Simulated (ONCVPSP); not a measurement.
# Cd (Z = 48), ONCV: configuration errors across variants

ONCVPSP 4.0.1 input, shortened (lines: element, Z, core and valence counts, functional; n l f; lmax; l rc ep ncon nbas qcut; lloc lpopt rc5 dvloc0; l nproj debl; icmod fcfact rcfact), PBE, fully relativistic:

```
  Cd 48.00    6    4        4      upf
    1    0    2.00
    2    0    2.00
    2    1    6.00
    3    0    2.00
    3    1    6.00
    3    2   10.00
    4    0    2.00
    4    1    6.00
    4    2   10.00
    5    0    1.00
    3
    0    1.35    0.00    4    9   11.00
    1    1.50    0.00    3    6   11.10
    2    1.35    0.00    3    7    9.10
    3    1.20    0.17    5   10   10.10
    4    4    1.10    6.00
    0    2    2.30
    1    2    2.80
    2    2    1.40
    3    2    3.80
    3    2.00    1.30
```

Open shells are filled in proportion to 2j + 1.

All-electron excitation energies from the reference (eV): (1) 4s2 4p6 4d10 5s2 -9.274; (2) 4s2 4p6 4d10 5s0 17.127; (3) 4s2 4p6 4d9 5s0 55.134; (4) 4s2 4p6 4d10 5s0 5p1 5.769.

2 further variants failed, have other tests or too few solved ones, and are left out.

A true bound ghost makes a file unfit for plane-wave use even where its test errors are small: the radial tests pick states by their node count and pass the ghost by.

Errors AE − PS in meV (a dash: test not solved or not reliable):

```csv
change,(1),(2),(3),(4),bound ghosts,GHOST(+) flags above zero
base,-0.3,+0.1,+0.7,+0.1,none,none
"all radii but the core radius scaled by about 0.96 (s 1.30, p 1.44, d 1.30, f 1.14 bohr); local potential polynomial inside 1.06 bohr (lpopt 4, dvloc0 6 Ha)",-0.3,+0.1,-0.4,+0.1,none,none
"all radii but the core radius scaled by about 1.11 (s 1.50, p 1.66, d 1.50, f 1.32 bohr); local potential polynomial inside 1.22 bohr (lpopt 4, dvloc0 6 Ha)",-0.2,-0.2,+2.0,0.0,none,none
"all radii but the core radius scaled by about 1.17 (s 1.58, p 1.76, d 1.58, f 1.42 bohr); local potential polynomial inside 1.30 bohr (lpopt 4, dvloc0 6 Ha)",-0.2,-0.4,+3.1,0.0,none,none
"all radii but the core radius scaled by about 1.32 (s 1.78, p 1.98, d 1.78, f 1.58 bohr); local potential polynomial inside 1.46 bohr (lpopt 4, dvloc0 6 Ha)",0.0,-0.5,+6.0,-0.2,none,none
```

Q: Give the same row for: all radii but the core radius scaled by about 1.23 (s 1.66, p 1.84, d 1.66, f 1.48 bohr); local potential polynomial inside 1.36 bohr (lpopt 4, dvloc0 6 Ha).

A: -0.3, -0.5, +4.2, -0.1; bound ghosts: s; GHOST(+) flags above zero: none.
